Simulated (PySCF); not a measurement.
PySCF input file for VO₂Cl, SMILES [O]=[V](=[O])[Cl], multiplicity 1, PBE/pcSseg-2. The structure is a stationary point at PBE0-D3(BJ)/def2-SVP. The spin state was assumed, not searched.

```python
import numpy as np
from pyscf import gto, scf, dft
from pyscf.prop.nmr import rks as nmr

mol = gto.M(
    atom='''
    V     0.43073916   -0.21726087    0.00000000
    O     1.21430485    0.22907374    1.26780767
    O     1.21430485    0.22907374   -1.26780768
    Cl   -1.72563989    0.07834237   -0.00000000
    ''',
    basis='pcSseg-2',
    charge=0,
    spin=0,
    max_memory=1600,
    verbose=3,
)
mf = dft.RKS(mol, xc='pbe').density_fit(auxbasis='def2-universal-jkfit')
mf.grids.level = 3
mf.conv_tol = 1e-10
mf.max_cycle = 100
mf.kernel()
n = nmr.NMR(mf)
n.verbose = 2
n.max_cycle_cphf = 60
sigma = n.kernel()
print('atom   isotropic/ppm   span/ppm')
for i, s in enumerate(sigma):
    w = np.linalg.eigvalsh((s + s.T) / 2)
    print(f'{mol.atom_symbol(i):2s}{i + 1:3d} {w.mean():14.3f} {w[2] - w[0]:11.3f}')
```

Program output:

```
converged SCF energy = -1554.34875669654
atom   isotropic/ppm   span/ppm
V   1      -1573.039     518.525
O   2      -1000.476    1843.943
O   3      -1000.477    1843.944
Cl  4        339.246    1112.423
```

The calculation finished and met its thresholds.

Cost: roughly 22 core-seconds.
